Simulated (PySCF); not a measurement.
Sr, charge -1, doublet (a state made from the parent by changing its charge; the spin is typed, not shown lowest) (core potentials on Sr) (a gas-phase anion, which may not be bound at this level); R2SCAN/def2-TZVP run with PySCF.

Here is a job for PySCF.
```python
from pyscf import gto, scf, dft

mol = gto.Mole()
mol.atom = '''
    Sr    0.000000    0.000000    0.000000
'''
mol.basis = 'def2-tzvp'
mol.ecp = {'Sr': 'def2-tzvp'}
mol.charge = -1
mol.spin = 1
mol.verbose = 5
mol.build()

mf = dft.ROKS(mol)
mf.xc = 'r2scan'
mf.kernel()
```

The log (banner, timings and long lists left out):

```
PySCF version 2.14.0

[INPUT] verbose = 5
[INPUT] max_memory = 4000
[INPUT] num. atoms = 1
[INPUT] num. electrons = 11
[INPUT] charge = -1
[INPUT] spin (= nelec alpha-beta = 2S) = 1
[INPUT] symmetry False subgroup None
[INPUT] Mole.unit = angstrom
[INPUT] Symbol           X                Y                Z      unit          X                Y                Z       unit  Magmom
[...]
[INPUT] ---------------- BASIS SET ----------------
[INPUT] l, kappa, [nprim/nctr], expnt,             c_1 c_2 ...
[INPUT] Sr
[...]
                                8.5               0.33970355376
[...]
                                3.6731307392      -0.20523185005
                                0.90496618455     0.49209972665
                                0.43310256408     0.62105296512
[...]
                                0.996656          0.108098
                                0.390735          0.27854
[...]
nuclear repulsion = 0
number of shells = 13
number of NR pGTOs = 53
number of NR cGTOs = 33
basis = def2-tzvp
ecp = {'Sr': 'def2-tzvp'}

******** <class 'pyscf.dft.roks.ROKS'> ********
method = ROKS
initial guess = minao
damping factor = 0
level_shift factor = 0
DIIS = <class 'pyscf.scf.diis.CDIIS'>
diis_start_cycle = 1
diis_space = 8
diis_damp = 0
SCF conv_tol = 1e-09
SCF conv_tol_grad = None
SCF max_cycles = 50
direct_scf = True
direct_scf_tol = 1e-13
num. doubly occ = 5  num. singly occ = 1
XC library pyscf.dft.libxc version 7.1.2
    S. Lehtola, C. Steigemann, M. J. T. Oliveira, and M. A. L. Marques,  SoftwareX 7, 1–5 (2018)
XC functionals = r2scan
    J. W. Furness, A. D. Kaplan, J. Ning, J. P. Perdew, and J. Sun,  J. Phys. Chem. Lett. 11, 8208–8215 (2020)
    J. W. Furness, A. D. Kaplan, J. Ning, J. P. Perdew, and J. Sun,  J. Phys. Chem. Lett. 11, 9248–9248 (2020)
    J. W. Furness, A. D. Kaplan, J. Ning, J. P. Perdew, and J. Sun,  J. Phys. Chem. Lett. 11, 8208–8215 (2020)
    J. W. Furness, A. D. Kaplan, J. Ning, J. P. Perdew, and J. Sun,  J. Phys. Chem. Lett. 11, 9248–9248 (2020)
radial grids:
    Treutler-Ahlrichs [JCP 102, 346 (1995); DOI:10.1063/1.469408] (M4) radial grids

becke partition: Becke, JCP 88, 2547 (1988); DOI:10.1063/1.454033
pruning grids: <function nwchem_prune>
grids dens level: 3
symmetrized grids: False
atomic radii adjust function: <function treutler_atomic_radii_adjust>
small_rho_cutoff = 0
Set gradient conv threshold to 3.16228e-05
Density of valence part of ANO basis will be used as initial guess for Sr
atom Sr rad-grids = 95, ang-grids = [ 50  50  50  50  50  50  50  50  50  50  50  50  50  50  50  50  50  50
  50  50  50  50  50  50  50  50  50  50  50  86  86  86  86  86  86  86
  86  86  86  86  86  86  86  86  86  86 350 350 350 350 350 350 350 350
 350 350 350 434 434 434 434 434 434 434 434 434 434 434 434 434 434 434
 434 434 434 434 434 434 434 350 350 350 350 350 350 350 350 350 350 350
 350 350 350 350 350]
tot_boxes 729, boxes in each direction [7 7 7]
Padding 2 grids
tot grids = 21912
nelec by numeric integration = [4.76877768 4.76877768]
E1 = -46.053107078771525  E2 = 16.97835868956261  Ecoul = 20.85770202821279  Exc = -3.879343338650176
init E= -29.0747483892089
cond(S) = 143.9714872353279

WARN: HOMO -0.228396988102871 >= LUMO -0.228396988102873

                  Roothaan           | alpha              | beta
  Highest 2-occ =  -0.26241384946095 | -0.262413849460943 | -0.262413849460943
  Lowest 0-occ =  -0.228396988102873 | -0.228396988102871 | -0.228396988102871
  1-occ =         -0.228396988102871 | -0.228396988102871 | -0.228396988102871
  Roothaan mo_energy =
[-1.88512047e+00 -1.16606252e+00 -1.16606252e+00 -1.16606252e+00
 -2.62413849e-01 -2.28396988e-01 -2.28396988e-01 -2.28396988e-01
 -2.28396988e-01 -2.28396988e-01 -1.48263104e-01 -1.48263104e-01
 -1.48263104e-01 -2.97029499e-02 -4.91528653e-03 -4.91528653e-03
 -4.91528653e-03 -4.91528653e-03 -4.91528653e-03  2.71129424e-02
  2.71129424e-02  2.71129424e-02  3.47642065e-01  3.47642065e-01
[...]
  1.99297904e-01  1.99374647e-01  2.02063817e-01  2.15248015e-01
  2.15282741e-01  2.17276913e-01  6.53953678e-01  6.53956761e-01
  6.56159161e-01  6.56229885e-01  6.58409989e-01  9.94422672e-01
  9.94494991e-01  9.95380630e-01  9.99979729e-01  1.77535281e+01
  7.01906846e+01]
nelec by numeric integration = [6. 5.]
E1 = -51.31865307352565  E2 = 20.63234986697305  Ecoul = 24.963521780357105  Exc = -4.331171913384056
cycle= 17 E= -30.6863032065526  delta_E= 3.49e-08  |g|= 0.000245  |ddm|= 0.0524

WARN: HOMO 0.0711036169998025 >= LUMO 0.0687353257068196

                  Roothaan           | alpha              | beta
  Highest 2-occ = 0.000177878342035198 | -0.00425317285713973 | 0.00455345004800693
  Lowest 0-occ =  0.0687353257068196 | 0.0654937551989794 | 0.0719359056612828
  1-occ =         0.0711036169998025 | 0.0542817355838329 | 0.0878419698311317
  Roothaan mo_energy =
[-1.43643965e+00 -7.37391931e-01 -7.37387560e-01 -7.33578887e-01
  1.77878342e-04  6.87353257e-02  6.87389494e-02  7.11036170e-02
  9.26649816e-02  9.26662598e-02  9.54945590e-02  9.55030664e-02
  9.80635234e-02  1.52155566e-01  1.97904102e-01  1.97908926e-01
  1.99356925e-01  1.99366881e-01  2.01984059e-01  2.15281153e-01
  2.15288654e-01  2.17253155e-01  6.53982306e-01  6.53983726e-01
  6.56201284e-01  6.56208421e-01  6.58339996e-01  9.94489888e-01
  9.94497490e-01  9.95380834e-01  9.99918489e-01  1.77535276e+01
  7.01906840e+01]
nelec by numeric integration = [6. 5.]
E1 = -51.31909725779043  E2 = 20.63279402014983  Ecoul = 24.96402230695245  Exc = -4.331228286802618
cycle= 18 E= -30.6863032376406  delta_E= -3.11e-08  |g|= 1.4e-05  |ddm|= 0.0838

WARN: HOMO 0.0711041252437945 >= LUMO 0.0687352287878667

                  Roothaan           | alpha              | beta
  Highest 2-occ = 0.000177767378024329 | -0.0042237701124131 | 0.00457869244084325
  Lowest 0-occ =  0.0687352287878667 | 0.0655404421634496 | 0.0719345137111154
  1-occ =         0.0711041252437945 | 0.0542656314969035 | 0.0879385111228661
  Roothaan mo_energy =
[-1.43643997e+00 -7.37392104e-01 -7.37388929e-01 -7.33578211e-01
  1.77767378e-04  6.87352288e-02  6.87385694e-02  7.11041252e-02
  9.26643808e-02  9.26655619e-02  9.54953132e-02  9.55015605e-02
  9.80655863e-02  1.52155472e-01  1.97904288e-01  1.97908764e-01
  1.99357472e-01  1.99364888e-01  2.01986542e-01  2.15281450e-01
  2.15288488e-01  2.17253700e-01  6.53981644e-01  6.53982931e-01
  6.56201806e-01  6.56207005e-01  6.58341572e-01  9.94489656e-01
  9.94496269e-01  9.95380618e-01  9.99919818e-01  1.77535272e+01
  7.01906836e+01]
nelec by numeric integration = [6. 5.]
E1 = -51.31908706458741  E2 = 20.632783827048858  Ecoul = 24.96401095830585  Exc = -4.331227131256992
cycle= 19 E= -30.6863032375385  delta_E= 1.02e-10  |g|= 1.56e-05  |ddm|= 0.00148

WARN: HOMO 0.0711013518061725 >= LUMO 0.0687367843155406

                  Roothaan           | alpha              | beta
  Highest 2-occ = 0.000176787208037155 | -0.00422489787842386 | 0.00457847229447936
  Lowest 0-occ =  0.0687367843155406 | 0.0655396962104142 | 0.0719338724022451
  1-occ =         0.0711013518061725 |  0.054264941007337 | 0.0879374596705595
  Roothaan mo_energy =
[-1.43644197e+00 -7.37391589e-01 -7.37390128e-01 -7.33583462e-01
  1.76787208e-04  6.87367843e-02  6.87382539e-02  7.11013518e-02
  9.26659579e-02  9.26667352e-02  9.54965776e-02  9.54985362e-02
  9.80597274e-02  1.52154438e-01  1.97907312e-01  1.97910068e-01
  1.99358342e-01  1.99363608e-01  2.01982043e-01  2.15284197e-01
  2.15288929e-01  2.17251357e-01  6.53982570e-01  6.53983240e-01
  6.56202387e-01  6.56204194e-01  6.58335886e-01  9.94493750e-01
  9.94495373e-01  9.95379129e-01  9.99914358e-01  1.77535251e+01
  7.01906815e+01]
nelec by numeric integration = [6. 5.]
E1 = -51.31911210936819  E2 = 20.632808871313323  Ecoul = 24.964039362986398  Exc = -4.331230491673077
Extra cycle  E= -30.6863032380549  delta_E= -5.16e-10  |g|= 4.26e-06  |ddm|= 0.00013
converged SCF energy = -30.6863032380549
```
